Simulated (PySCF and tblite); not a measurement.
Results of a calculation; reference values are marked as such.
C₈H₁₂Cl₂, numbered as in [CH3:1]/[CH:2]=[C:3](/[Cl:4])[CH2:5][CH2:6]/[CH:7]=[C:8](/[CH3:9])[Cl:10].

Geometries GFN2-xTB; weights from PBE0-D3(BJ)/pcSseg-1 energies and GFN2-xTB thermal corrections, with symmetry numbers and mirror pairs. Conformers within 2.5 kcal/mol (GFN2-xTB free energy) were kept, 7 at most. Run with PySCF (density fitting) and tblite.

An NOE distance is ⟨r⁻⁶⟩^(−1/6) over all pairs of like atoms and, for the average, over conformers.

Torsions listed: Cl4–C3–C5–C6, C3–C5–C6–C7, C5–C6–C7–C8. Of a mirror pair one member is shown.

```json
{"conformer": "1", "shape": "79°, 62°, 87°", "weight %": "58.7"}
{"conformer": "2", "shape": "81°, 67°, -101°", "weight %": "15.9"}
{"conformer": "3", "shape": "86°, 178°, -90°", "weight %": "14.6"}
{"conformer": "4", "shape": "80°, 179°, 110°", "weight %": "6.5"}
```

Not shown: 2 more, 4.3 % in all.

Q: Which H–H contacts under 3.5 Å would NOEs report (pairs on one atom left out) at 298.15 K?

A: 
```json
{"pair": "H5 ··· H6", "in 1 (Å)": "2.55", "in 2 (Å)": "2.56", "in 3 (Å)": "2.68", "in 4 (Å)": "2.68", "average (Å)": "2.58"}
{"pair": "H6 ··· H7", "in 1 (Å)": "2.60", "in 2 (Å)": "2.64", "in 3 (Å)": "2.61", "in 4 (Å)": "2.68", "average (Å)": "2.62"}
{"pair": "H1 ··· H2", "in 1 (Å)": "2.63", "in 2 (Å)": "2.63", "in 3 (Å)": "2.63", "in 4 (Å)": "2.63", "average (Å)": "2.63"}
{"pair": "H1 ··· H5", "in 1 (Å)": "2.78", "in 2 (Å)": "2.80", "in 3 (Å)": "2.82", "in 4 (Å)": "2.78", "average (Å)": "2.79"}
{"pair": "H7 ··· H9", "in 1 (Å)": "2.79", "in 2 (Å)": "2.78", "in 3 (Å)": "2.79", "in 4 (Å)": "2.78", "average (Å)": "2.79"}
{"pair": "H5 ··· H7", "in 1 (Å)": "3.67", "in 2 (Å)": "3.02", "in 3 (Å)": "3.09", "in 4 (Å)": "2.86", "average (Å)": "3.29"}
```

Longer pairs under the limit may be missing.

Q: In a model where alignment follows shape alone (order matrix 0.001 × (3G/tr G − 1)/2, G the second moments of the atom positions; splitting J + 2D), what are the one-bond C–H dipolar couplings D?

A: H1 -0.2 Hz (0.4 in conformer 1), H2 -0.8 Hz (1.0 in conformer 1), H5 1.4 Hz (0.5 in conformer 1), H6 3.3 Hz (2.5 in conformer 1), H7 5.1 Hz (6.2 in conformer 1), H9 1.7 Hz (1.0 in conformer 1).
